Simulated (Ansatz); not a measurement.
A structure relaxed at PBE0-D4/def2-SVP in Ansatz, charge 0, doublet:

```xyz
11

Pd   -1.100   -0.862    1.851
Pd    0.892   -1.109   -0.095
Pd    1.199    0.990   -1.878
Pd   -0.314    1.197    0.274
H     0.500    2.349   -2.560
H    -1.550   -2.507    2.116
H    -1.012    0.879    1.752
H     1.671   -0.652   -1.505
H     1.202    2.644   -2.126
H    -0.702   -2.523    2.037
H    -0.786   -0.405    0.134
```

(1) Give its formula.

(2) Summarise the bond lengths by kind (pairs closer than 1.2 times the sum of covalent radii, bridged metal pairs left out).

## Answers

(1) Pd₄H₇.

(2) 1 × Pd–Pd 2.64 Å; 11 × H–Pd 1.67 to 1.83 Å.

In the def2 sets Pd takes a core potential; there is no spin–orbit coupling. In the doublet, H6 and H10 lie 0.85 Å apart, H5 and H9 lie 0.88 Å apart (atoms count from 1), so H2 has formed as a molecule. The relaxation made no stability test and no search for a lower SCF solution. No other spin state of charge 0 was run. The structure comes from a short search, and lower isomers may exist.
